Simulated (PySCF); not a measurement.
C5H8FO (doublet state).
Geometry (GFN2-xTB, Å), atoms numbered from 1 in this order:
```xyz
15
C5H8FO angstrom
C      2.148   -0.599    0.223
C      0.712   -0.472    0.534
C     -0.259    0.183   -0.340
F      0.312    0.567   -1.536
C     -1.633   -0.513   -0.547
O     -2.316    0.529    0.143
C     -1.136    1.316    0.270
H      2.483   -1.629    0.370
H      2.354   -0.298   -0.800
H      2.750    0.022    0.894
H      0.337   -0.832    1.477
H     -1.751   -1.483   -0.062
H     -1.923   -0.572   -1.600
H     -0.918    1.578    1.307
H     -1.163    2.211   -0.357
```

The hyperfine couplings belong to this conformer and change with its torsions.

Identity: `C1OCC1([CH]C)F` [radical].

Computed with UKS B3LYP, pcH-1 on C F H O, non-relativistic, mean-field spin-orbit, GIAO in PySCF 2.14.0. Isolated species at its GFN2-xTB geometry (one conformer only). A GFN2-xTB geometry isn't a minimum of the functional, and hyperfine couplings can be far from their values at a DFT geometry. The SCF solution wasn't tested for stability.

The Mulliken spin populations are largest on C2 (+1.00), C1 (-0.09) and C3 (-0.08). No atom but C2 exceeds +0.15. The positive populations add up to 1.21 and the negative ones to -0.21, together 2S = 1. The angles at C2 add up to 359.9°, so it is planar; its axial dipolar tensor and the negative coupling of its proton fit spin in a p orbital normal to that plane.

Question: McConnell's relation a(H) = Q·ρ ties the coupling of a proton on a planar π carbon to the spin population of that carbon. What Q do the computed values give?

Answer: 
```json
{"H": "H11", "C": "C2", "ρ(C)": "+1.000", "a(H) (G)": "-21.49", "a/ρ (G)": "-21.5"}
```

One proton gives one ratio, Q = -21.5 G, and no test of linearity. In McConnell's picture π spin on carbon polarises the C–H bond and leaves opposite spin at the proton, which makes Q negative, as found here.

Question: How do the β-proton couplings of this frozen conformer go with θ, the angle between the C–H bond and the normal to the plane of the spin centre's three neighbours, both seen down the bond from centre to carbon?

Answer: 
| β H | on | centre | θ (°) | cos²θ | a (G) |
| --- | --- | --- | --- | --- | --- |
| H8 | C1 | C2 | 40 | 0.59 | +34.96 |
| H9 | C1 | C2 | 82 | 0.02 | +2.12 |
| H10 | C1 | C2 | 23 | 0.85 | +49.75 |

Fitting the Heller–McConnell form a = ρ(B0 + B2 cos²θ), with Mulliken ρ = 1.00, gives B0 = 1.0 G and B2 = 57.2 G, with a largest miss of 0.0 G. By this fit the coupling would be 58.2 G at θ = 0° and 1.0 G at 90°.

Question: What would the freely rotating methyl group on C1 show?

Answer: Three equal couplings, a 1:3:3:1 quartet. The mean of the three values of this geometry estimates the splitting: 28.9 G, or 81.1 MHz (three bonds 120° apart have a mean cos²θ of 1/2 at any torsion).

Couplings in gauss use g_iso = 2.0025.

On AMD EPYC, one thread, shared host with 64 logical CPUs at a one-minute load of 59, this took 1.8 min of wall time (grids of density and orbitals included) and 0.96 GiB of memory at its peak.
